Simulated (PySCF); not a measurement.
**J couplings in C₅H₉B₂N**

Bonds (- single, = double, # triple, : aromatic): B1-B2, B2-N3, N3:C4, C4:C5, C5:C6, C6:C7, C7:C8, C8:N3. B1 carries H9, H10; B2 carries H11, H12; C4 carries H13; C5 carries H14; C6 carries H15; C7 carries H16; C8 carries H17. Formal charges: B2 -1, N3 +1.

Method: B3LYP/pcJ-1 (spin–dipole term only in couplings to heteroatoms)//PBE0-D3(BJ)/def2-SVP, PySCF 2.14; isolated molecule, single conformer, non-relativistic. Couplings are averaged over pairs made equivalent by symmetry, fast rotation or ring inversion, so a value needn't be that of the named pair in this geometry, while other rotamers aren't included; one pair stands for each set, and the list holds a selection of those of at least 0.8 Hz over up to four bonds.

Isotopes: 13C, 1H, 11B, 15N.

```tsv
pair	bonds	J (Hz)
B1, B2	1	61.1
B1, H9	1	119.4
B2, N3	1	-7.8
B2, H11	1	102.4
N3, C4	1	-11.1
C4, C5	1	64.3
C4, H13	1	195.1
C5, C6	1	?
C5, H14	1	175.3
C6, H15	1	173.7
B1, H11	2	?
N3, H11	2	-0.8
C4, C6	2	-2.3
C5, H13	2	?
C5, H15	2	1.5
H9, H10	2	-1.1
H11, H12	2	-20.2
N3, C6	3	?
C4, C7	3	8.8
C4, H11	3	8.1
C6, H13	3	?
B1, C5	4	?
B1, H13	4	-1.4
C4, H16	4	?
C5, H17	4	?
H14, H16	4	1.2
```

Q: Estimate the withheld couplings, with signs.

A: 
- 1J(C5,C6) = 59.7 Hz (bond length 1.393 Å)
- 2J(B1,H11) = -7.1 Hz (mean over equivalent pairs that range from -8.5 to -5.7 Hz in this conformer)
- 2J(C5,H13) = 6.6 Hz (angle at C4 123°)
- 3J(N3,C6) = -4.9 Hz
- 3J(C6,H13) = 7.3 Hz (dihedral angle 180°)
- 4J(B1,C5) = -1.9 Hz
- 4J(C4,H16) = -1.3 Hz
- 4J(C5,H17) = -1.4 Hz
